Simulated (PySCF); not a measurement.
# Which determinant of LiIn⁺ lies lowest?

Unrestricted PBE0; PySCF, scalar-relativistic core potentials, basis sets Li def2-SVPD, In def2-SVPD with ECP28. Outer shells of the fragments: Li+ closed shells only; In 4d10 5s2 5p1.

Followed along the bond (rough minima from three points):

```tsv
2Ms+1	unpaired	⟨S²⟩ at the start	R at minimum (Å)	Te (eV)
2	σ ↑	0.75	3.23	0.00
2	π ↑	0.75	2.93	1.11
4	σ ↑↑, π ↑	3.75	3.23	4.80
```

Solutions found at the starting distance of 2.775 Å, counted from the lowest of them; the search is not exhaustive and high or unbound solutions are not listed, so other states can lie among these:

```
2Ms+1   unpaired   term  E (eV)  ⟨S²⟩  ⟨Lz²⟩  μ (D)
    2        σ ↑    ²Σ⁺    0.00  0.75   0.00  -8.05
    2        π ↑     ²Π    1.00  0.75   1.00  -8.06
    4  σ ↑↑, π ↑     ⁴Π    4.81  3.75   1.00  -8.28
    4  σ ↑, π ↑↑    ⁴Σ⁻    5.84  3.75   0.00  -8.21
    2  σ ↑↑, π ↓  mixed    5.88  1.75   1.00  -8.06
    4      σ ↑↑↑    ⁴Σ⁺    8.10  3.75   0.00   2.25
```

A term symbol is given only where ⟨S²⟩ and ⟨Lz²⟩ are close to those of a pure state; real π, δ and φ orbitals otherwise mix terms. A positive dipole points towards In; it is taken about the centre of mass and depends on that origin.

**Question.** Compare the gap between the two lowest followed solutions at the starting distance with the gap between their minima.

**Answer.** At PBE0 the second solution (doublet, unpaired electrons π ↑) lies +1.00 eV from the first (doublet, unpaired electrons σ ↑) at 2.775 Å and +1.11 eV at the minima; the two curves relax by different amounts, since their minima lie near 2.93 and 3.23 Å.

Spin–orbit coupling is left out. Counting both spins, an empty level lies below a filled one in some of these solutions, because spin and occupation are held.
